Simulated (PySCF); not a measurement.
Molecule: 2-methyl-1,5-hexadiene (C=CCCC(=C)C, C₇H₁₂).

Cartesian coordinates in Å; atom numbers follow the order of the lines, from 1:
```xyz
19

C     2.9235   -0.4610   -0.4958
C     1.6872   -0.3289   -0.0545
C     0.9334    0.9616   -0.0205
C    -0.4028    0.8599   -0.7756
C    -1.3288   -0.1730   -0.1953
C    -1.6565   -1.2684   -0.8616
C    -1.8567    0.1113    1.1790
H     3.4326   -1.4100   -0.5002
H     3.4856    0.3809   -0.8673
H     1.1419   -1.1895    0.3107
H     1.5369    1.7547   -0.4664
H     0.7373    1.2346    1.0200
H    -0.8929    1.8371   -0.7422
H    -0.1971    0.6190   -1.8202
H    -2.3249   -2.0072   -0.4517
H    -1.2696   -1.4725   -1.8459
H    -2.2696    1.1182    1.2277
H    -1.0575    0.0433    1.9168
H    -2.6317   -0.6007    1.4507
```

Frames of a GFN2-xTB Langevin trajectory at 300 K; GIAO PBE0/pcSseg-1 shieldings in PySCF 2.14, gas phase, non-relativistic; equivalent atoms averaged within each frame.

Scale: ¹³C (σ = 186.93 ppm), ¹H (σ = 31.72 ppm) against TMS (reference shieldings calculated alike). The references are static minima.

**Question.** How do the shifts (ppm) fluctuate along the trajectory?

**Answer.** 
| time (fs) | C2 | C5 | C1 | C6 | C4 | C3 | C7 | H10 | H9 | H16 |
| --- | --- | --- | --- | --- | --- | --- | --- | --- | --- | --- |
| 250 | 158.6 | 148.0 | 124.1 | 117.6 | 48.5 | 43.8 | 25.7 | 7.13 | 6.06 | 5.93 |
| 425 | 148.8 | 157.0 | 122.0 | 121.6 | 47.9 | 33.3 | 26.6 | 7.15 | 5.44 | 5.68 |
| 625 | 145.6 | 157.0 | 129.1 | 122.0 | 50.9 | 32.4 | 25.1 | 7.13 | 5.87 | 5.32 |
| 800 | 150.7 | 149.4 | 126.1 | 117.9 | 33.5 | 41.1 | 26.4 | 6.82 | 6.67 | 5.65 |
| 1000 | 147.4 | 157.3 | 119.4 | 118.0 | 46.6 | 37.4 | 23.7 | 6.35 | 4.63 | 4.93 |
| mean of frames | 150.2 | 153.7 | 124.1 | 119.4 | 45.5 | 37.6 | 25.5 | 6.92 | 5.73 | 5.50 |
| standard deviation | 5.0 | 4.6 | 3.7 | 2.2 | 6.9 | 4.9 | 1.2 | 0.34 | 0.76 | 0.38 |

5 frames give an uncertainty of the mean of about the standard deviation over 2.2 at best, since frames this close in time may not be independent; classical motion lacks zero-point vibration, and the reference would need the same averaging.
